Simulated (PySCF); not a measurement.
Os³⁺ (osmium, charge +3) across methods

[Xe] 4f14 5d5, high-spin 6S determinant. Computed with PySCF 2.14 in aug-cc-pwCVTZ-PP with ECP60MDF, with a scalar-relativistic core potential.

```
   method  E (hartree)  mean ε 5p α (eV)  mean ε 5p β (eV)  mean ε 5d α (eV)  Σ⟨r²⟩ (bohr²)   ⟨S²⟩
      PBE     -88.8788           -82.503           -78.816           -36.491          26.53  8.751
BHandHLYP     -88.7698           -90.065           -83.504           -39.734          26.36  8.751
      UHF    -88.32879           -97.067           -86.843           -42.849          26.30  8.752
    B3LYP     -88.8800           -85.587           -80.877           -37.757          26.48  8.750
     PW91     -88.9157           -82.599           -78.918           -36.556          26.54  8.751
   r2SCAN     -88.9160           -84.343           -79.433           -36.920          26.31  8.751
     PBE0     -88.8636           -86.364           -81.181           -38.274          26.42  8.751
      LDA     -88.6423           -82.409           -78.822           -36.513          26.71  8.750
```

Energies and moments cover only the electrons outside the core potential. Spin-orbit coupling, which splits the p, d and f shells strongly at this Z, is absent.
